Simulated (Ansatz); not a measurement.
Ansatz (a quantum-chemistry and plane-wave program) input (B3LYP-D3(BJ)/def2-TZVP):

Ansatz 0.2 input:
```yaml
crystal:
  periodic: [false, false, false]
  atoms:
    - {symbol: C, position_ang: [-2.71302908, -0.14119374, -0.34216497]}
    - {symbol: C, position_ang: [-1.32114851, 0.32373894, 0.07267569]}
    - {symbol: C, position_ang: [-0.21126310, -0.62704639, -0.42065810]}
    - {symbol: C, position_ang: [1.16182687, -0.23128882, -0.00617547]}
    - {symbol: C, position_ang: [1.86354528, 0.93366433, -0.61266889]}
    - {symbol: O, position_ang: [1.39705449, -0.47235889, 1.33476225]}
    - {symbol: H, position_ang: [-2.93160301, -1.13210544, 0.06318649]}
    - {symbol: H, position_ang: [-3.48619980, 0.54220656, 0.01426908]}
    - {symbol: H, position_ang: [-2.79977304, -0.20378634, -1.42995602]}
    - {symbol: H, position_ang: [-1.25917333, 0.39700668, 1.16106849]}
    - {symbol: H, position_ang: [-1.13605635, 1.32818361, -0.31962347]}
    - {symbol: H, position_ang: [-0.24955618, -0.68321448, -1.51266068]}
    - {symbol: H, position_ang: [-0.41898849, -1.63305529, -0.04240783]}
    - {symbol: H, position_ang: [1.50820871, 1.89600958, -0.20870487]}
    - {symbol: H, position_ang: [1.71039389, 0.95571914, -1.69218144]}
    - {symbol: H, position_ang: [2.94332876, 0.89107132, -0.43334368]}
    - {symbol: H, position_ang: [2.26339420, -0.12641007, 1.57620648]}
basis:
  gaussian:
    orbitals: def2-TZVP
hamiltonian:
  xc: b3lyp
  dispersion: d3bj
magnetization: {spin_polarized: true, initial_magnetization: 1}
phonons: {temperatures: {t_min: 298.15, t_max: 298.15, t_step: 100}}
```

Output:

```
Functional definition: B3LYP
integrals: 0.19 GiB planned
1535 factors; their error is unknown
0.35 GiB of the device are held for the grids
1.48 GiB of device memory are held for the factors and their scratch space
mean field: 1.74 GiB planned
mean field evaluation 1: about -7397.4955 eV, gradient 6.0e1 eV
mean field evaluation 2: about -7385.8224 eV, gradient 7.7e1 eV
mean field evaluation 4: about -7413.4670 eV, gradient 4.9e0 eV
mean field evaluation 8: about -7413.5639 eV, gradient 8.2e-2 eV
mean field evaluation 16: about -7413.5309 eV, gradient 9.7e-4 eV
mean field -7413.53090435 eV, -272.4422356631 hartree, gradient 3.7e-5 eV, S^2 0.753605; 0 other end points of the search recorded, 0 dependent functions left out
the calculation of the forces begins
reference -7413.53122591 eV, -272.4422474803 hartree; 25, 24 occupied and 227, 228 virtual orbitals, 1535 factors
these checks for a lower state are left out or cut short: stability, starts, cluster_reference, orbital_swaps, neighbouring_geometries, increment
integrals: 0.19 GiB planned
1535 factors; their error is unknown
0.33 GiB of the device are held for the grids
1.48 GiB of device memory are held for the factors and their scratch space
mean field: 1.74 GiB planned
mean field -7413.53069929 eV, -272.4422281273 hartree, gradient 2.6e-6 eV, S^2 0.753605; 0 other end points of the search recorded, 0 dependent functions left out
the calculation of the forces begins
reference -7413.53102091 eV, -272.4422399467 hartree; 25, 24 occupied and 227, 228 virtual orbitals, 1535 factors
these checks for a lower state are left out or cut short: stability, starts, cluster_reference, orbital_swaps, neighbouring_geometries, increment
integrals: 0.19 GiB planned
1535 factors; their error is unknown
0.35 GiB of the device are held for the grids
1.48 GiB of device memory are held for the factors and their scratch space
mean field: 1.74 GiB planned
mean field evaluation 32: about -7413.5308 eV, gradient 2.4e-6 eV
mean field -7413.53081593 eV, -272.4422324139 hartree, gradient 2.6e-6 eV, S^2 0.753605; 0 other end points of the search recorded, 0 dependent functions left out
the calculation of the forces begins
reference -7413.53113743 eV, -272.4422442288 hartree; 25, 24 occupied and 227, 228 virtual orbitals, 1535 factors
these checks for a lower state are left out or cut short: stability, starts, cluster_reference, orbital_swaps, neighbouring_geometries, increment
integrals: 0.19 GiB planned
1535 factors; their error is unknown
0.33 GiB of the device are held for the grids
1.48 GiB of device memory are held for the factors and their scratch space
mean field: 1.74 GiB planned
mean field -7413.53074015 eV, -272.4422296290 hartree, gradient 2.6e-6 eV, S^2 0.753605; 0 other end points of the search recorded, 0 dependent functions left out
the calculation of the forces begins
reference -7413.53106172 eV, -272.4422414465 hartree; 25, 24 occupied and 227, 228 virtual orbitals, 1535 factors
these checks for a lower state are left out or cut short: stability, starts, cluster_reference, orbital_swaps, neighbouring_geometries, increment
integrals: 0.19 GiB planned
1535 factors; their error is unknown
0.33 GiB of the device are held for the grids
1.48 GiB of device memory are held for the factors and their scratch space
mean field: 1.74 GiB planned
mean field -7413.53073271 eV, -272.4422293555 hartree, gradient 2.6e-6 eV, S^2 0.753605; 0 other end points of the search recorded, 0 dependent functions left out
[...]
reference -7413.53110466 eV, -272.4422430243 hartree; 25, 24 occupied and 227, 228 virtual orbitals, 1535 factors
these checks for a lower state are left out or cut short: stability, starts, cluster_reference, orbital_swaps, neighbouring_geometries, increment
integrals: 0.19 GiB planned
1535 factors; their error is unknown
0.33 GiB of the device are held for the grids
1.48 GiB of device memory are held for the factors and their scratch space
mean field: 1.74 GiB planned
mean field -7413.53090117 eV, -272.4422355462 hartree, gradient 2.6e-6 eV, S^2 0.753606; 0 other end points of the search recorded, 0 dependent functions left out
the calculation of the forces begins
reference -7413.53122272 eV, -272.4422473631 hartree; 25, 24 occupied and 227, 228 virtual orbitals, 1535 factors
these checks for a lower state are left out or cut short: stability, starts, cluster_reference, orbital_swaps, neighbouring_geometries, increment
integrals: 0.19 GiB planned
1535 factors; their error is unknown
0.33 GiB of the device are held for the grids
1.48 GiB of device memory are held for the factors and their scratch space
mean field: 1.74 GiB planned
mean field evaluation 672: about -7413.5580 eV, gradient 5.1e-4 eV
mean field -7413.53087691 eV, -272.4422346547 hartree, gradient 2.6e-6 eV, S^2 0.753604; 0 other end points of the search recorded, 0 dependent functions left out
the calculation of the forces begins
reference -7413.53119848 eV, -272.4422464721 hartree; 25, 24 occupied and 227, 228 virtual orbitals, 1535 factors
these checks for a lower state are left out or cut short: stability, starts, cluster_reference, orbital_swaps, neighbouring_geometries, increment
integrals: 0.19 GiB planned
1535 factors; their error is unknown
0.33 GiB of the device are held for the grids
1.48 GiB of device memory are held for the factors and their scratch space
mean field: 1.73 GiB planned
mean field -7413.53088019 eV, -272.4422347753 hartree, gradient 2.6e-6 eV, S^2 0.753605; 0 other end points of the search recorded, 0 dependent functions left out
the calculation of the forces begins
reference -7413.53120176 eV, -272.4422465927 hartree; 25, 24 occupied and 227, 228 virtual orbitals, 1535 factors
these checks for a lower state are left out or cut short: stability, starts, cluster_reference, orbital_swaps, neighbouring_geometries, increment
integrals: 0.19 GiB planned
1535 factors; their error is unknown
0.33 GiB of the device are held for the grids
1.48 GiB of device memory are held for the factors and their scratch space
mean field: 1.74 GiB planned
mean field -7413.53089607 eV, -272.4422353589 hartree, gradient 2.6e-6 eV, S^2 0.753605; 0 other end points of the search recorded, 0 dependent functions left out
the calculation of the forces begins
reference -7413.53121763 eV, -272.4422471759 hartree; 25, 24 occupied and 227, 228 virtual orbitals, 1535 factors
these checks for a lower state are left out or cut short: stability, starts, cluster_reference, orbital_swaps, neighbouring_geometries, increment
integrals: 0.19 GiB planned
1535 factors; their error is unknown
0.35 GiB of the device are held for the grids
1.48 GiB of device memory are held for the factors and their scratch space
mean field: 1.74 GiB planned
mean field -7413.53080116 eV, -272.4422318709 hartree, gradient 2.6e-6 eV, S^2 0.753605; 0 other end points of the search recorded, 0 dependent functions left out
the calculation of the forces begins
reference -7413.53112273 eV, -272.4422436886 hartree; 25, 24 occupied and 227, 228 virtual orbitals, 1535 factors
these checks for a lower state are left out or cut short: stability, starts, cluster_reference, orbital_swaps, neighbouring_geometries, increment
integrals: 0.19 GiB planned
1535 factors; their error is unknown
0.33 GiB of the device are held for the grids
1.48 GiB of device memory are held for the factors and their scratch space
mean field: 1.74 GiB planned
mean field evaluation 704: about -7413.5308 eV, gradient 2.4e-6 eV
mean field -7413.53075364 eV, -272.4422301246 hartree, gradient 2.6e-6 eV, S^2 0.753605; 0 other end points of the search recorded, 0 dependent functions left out
the calculation of the forces begins
reference -7413.53107518 eV, -272.4422419411 hartree; 25, 24 occupied and 227, 228 virtual orbitals, 1535 factors
these checks for a lower state are left out or cut short: stability, starts, cluster_reference, orbital_swaps, neighbouring_geometries, increment
integrals: 0.19 GiB planned
1535 factors; their error is unknown
0.33 GiB of the device are held for the grids
1.48 GiB of device memory are held for the factors and their scratch space
mean field: 1.74 GiB planned
mean field -7413.53087391 eV, -272.4422345444 hartree, gradient 2.6e-6 eV, S^2 0.753605; 0 other end points of the search recorded, 0 dependent functions left out
the calculation of the forces begins
reference -7413.53119548 eV, -272.4422463619 hartree; 25, 24 occupied and 227, 228 virtual orbitals, 1535 factors
these checks for a lower state are left out or cut short: stability, starts, cluster_reference, orbital_swaps, neighbouring_geometries, increment
integrals: 0.19 GiB planned
1535 factors; their error is unknown
0.33 GiB of the device are held for the grids
1.48 GiB of device memory are held for the factors and their scratch space
mean field: 1.74 GiB planned
mean field -7413.53088987 eV, -272.4422351309 hartree, gradient 2.6e-6 eV, S^2 0.753605; 0 other end points of the search recorded, 0 dependent functions left out
the calculation of the forces begins
reference -7413.53121142 eV, -272.4422469476 hartree; 25, 24 occupied and 227, 228 virtual orbitals, 1535 factors
these checks for a lower state are left out or cut short: stability, starts, cluster_reference, orbital_swaps, neighbouring_geometries, increment
integrals: 0.19 GiB planned
1535 factors; their error is unknown
0.35 GiB of the device are held for the grids
1.48 GiB of device memory are held for the factors and their scratch space
mean field: 1.74 GiB planned
mean field -7413.53090702 eV, -272.4422357611 hartree, gradient 2.6e-6 eV, S^2 0.753605; 0 other end points of the search recorded, 0 dependent functions left out
the calculation of the forces begins
reference -7413.53122860 eV, -272.4422475791 hartree; 25, 24 occupied and 227, 228 virtual orbitals, 1535 factors
these checks for a lower state are left out or cut short: stability, starts, cluster_reference, orbital_swaps, neighbouring_geometries, increment
integrals: 0.19 GiB planned
1535 factors; their error is unknown
0.33 GiB of the device are held for the grids
1.48 GiB of device memory are held for the factors and their scratch space
mean field: 1.74 GiB planned
mean field -7413.53085118 eV, -272.4422337091 hartree, gradient 2.6e-6 eV, S^2 0.753605; 0 other end points of the search recorded, 0 dependent functions left out
the calculation of the forces begins
reference -7413.53117272 eV, -272.4422455254 hartree; 25, 24 occupied and 227, 228 virtual orbitals, 1535 factors
Total energy: -7414.09854305 eV, -272.4630960006 hartree
Atom 0 at    -2.713029    -0.141194    -0.342165 Å, force    -0.000212     0.000172    -0.000092 eV/Å
Atom 1 at    -1.321149     0.323739     0.072676 Å, force    -0.000480    -0.000348    -0.000048 eV/Å
Atom 2 at    -0.211263    -0.627046    -0.420658 Å, force    -0.000028     0.000813    -0.000134 eV/Å
Atom 3 at     1.161827    -0.231289    -0.006175 Å, force     0.000482    -0.000623    -0.000648 eV/Å
Atom 4 at     1.863545     0.933664    -0.612669 Å, force    -0.000758    -0.000082    -0.000276 eV/Å
Atom 5 at     1.397054    -0.472359     1.334762 Å, force     0.000688     0.000166     0.001331 eV/Å
Atom 6 at    -2.931603    -1.132105     0.063186 Å, force     0.000023     0.000091    -0.000089 eV/Å
Atom 7 at    -3.486200     0.542207     0.014269 Å, force    -0.000001    -0.000020    -0.000011 eV/Å
Atom 8 at    -2.799773    -0.203786    -1.429956 Å, force    -0.000038    -0.000090    -0.000077 eV/Å
Atom 9 at    -1.259173     0.397007     1.161068 Å, force     0.000472     0.000159    -0.000019 eV/Å
Atom 10 at    -1.136056     1.328184    -0.319623 Å, force     0.000117    -0.000107    -0.000026 eV/Å
Atom 11 at    -0.249556    -0.683214    -1.512661 Å, force    -0.000349    -0.000049     0.000159 eV/Å
Atom 12 at    -0.418988    -1.633055    -0.042408 Å, force     0.000232    -0.000085    -0.000132 eV/Å
Atom 13 at     1.508209     1.896010    -0.208705 Å, force    -0.000185     0.000173     0.000152 eV/Å
Atom 14 at     1.710394     0.955719    -1.692181 Å, force     0.000335     0.000192    -0.000175 eV/Å
Atom 15 at     2.943329     0.891071    -0.433344 Å, force    -0.000055    -0.000125    -0.000030 eV/Å
Atom 16 at     2.263394    -0.126410     1.576206 Å, force    -0.000246    -0.000237     0.000116 eV/Å
Dipole moment:     0.181657     0.220598    -0.074165 e Å
Vibrations: 78.11 87.94 150.39 196.61 241.80 304.55 350.66 381.08 416.75 528.80 747.96 801.38 874.88 885.60 992.12 1023.02 1035.63 1078.44 1101.14 1139.31 1240.20 1295.91 1308.98 1349.63 1367.98 1398.17 1412.31 1414.82 1467.76 1476.03 1488.78 1494.34 1498.92 1508.32 2926.46 3012.83 3019.66 3023.01 3026.92 3044.77 3064.07 3087.08 3088.01 3097.03 3797.76 cm⁻¹, zero-point energy 4.111683 eV
```

It need not be the lowest isomer of its formula.
